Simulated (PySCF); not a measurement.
Trend along the fourth-period p block: MSe molecules

PBE0 with double-zeta basis sets in PySCF, for the lowest determinant that a PBE0 search found; no spin–orbit coupling. De refers to high-spin ground-configuration atoms. A positive dipole means M(−)Se(+).

```csv
M,basis,state (unpaired electrons),Re (Å),ωe (cm⁻¹),De (eV),μ (D)
Ge,cc-pVDZ-PP,singlet (closed shell),2.148,413,4.99,-1.94
As,cc-pVDZ-PP,doublet (π ↑),2.150,418,3.31,-0.96
Br,x2c-SVPall,doublet (π ↑),2.274,327,2.47,0.31
```

The shortest bond is that of GeSe (2.148 Å), the longest that of SeBr (2.274 Å). GeSe is bound most strongly (4.99 eV) and SeBr least (2.47 eV).

The rows differ in basis set, which adds steps of its own.

The state changes along the series, so neighbouring rows are not always alike in their bonding.

Spin–orbit coupling is left out. States were picked by a PBE0 search and need not be the measured ground states.
